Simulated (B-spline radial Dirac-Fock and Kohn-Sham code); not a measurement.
K-line shifts caused by a second vacancy in Os⁶⁺

System: Os⁶⁺, configuration [Xe] 4f14 5d2.

Input file task.json (cfg lists n, l and occupation; rrms is the nuclear radius in fm):

```json
{"items": [{
  "Z": 76,
  "q": 6,
  "cfg": [[1, 0, 2], [2, 0, 2], [2, 1, 6], [3, 0, 2], [3, 1, 6], [3, 2, 10], [4, 0, 2], [4, 1, 6], [4, 2, 10], [4, 3, 14], [5, 0, 2], [5, 1, 6], [5, 2, 2]],
  "A": 192,
  "rrms": 5.4126,
  "do": ["binding", "quiet", "double"]
}]}
```

Run with: `python xray_run.py task.json out`

The computed values come from a radial B-spline solver: Dirac-Fock energy differences between relaxed states, corrected for Breit and QED terms. Each two-hole energy is an average over J within one jj subconfiguration, not an observable level; in light atoms, where LS coupling holds, the j-resolved values are not observed lines, and for a K spectator the Kα1 hypersatellite is nearly forbidden. The model has no electron correlation.

Lines without a spectator: Kα2 (K-L2) 61480.9 eV, Kα1 (K-L3) 62994.8 eV, Kβ3 (K-M2) 71070.9 eV, Kβ1 (K-M3) 71405.0 eV. Shifts in eV with one spectator hole (a dash: not computed, or left out as unreliable):

```
spectator hole      Kα2      Kα1      Kβ3      Kβ1
        K (1s)  +1021.8  +1103.8  +1324.3  +1343.4
    L2 (2p1/2)   +131.7   +178.8        –   +336.7
    L3 (2p3/2)    +96.8   +107.3   +249.1        –
    M2 (3p1/2)        –   +28.55    +54.2    +64.4
    M3 (3p3/2)   +15.04        –    +45.2    +46.0
    M4 (3d3/2)    +5.02    +1.66        –        –
    M5 (3d5/2)    -0.52    +3.70        –        –
```
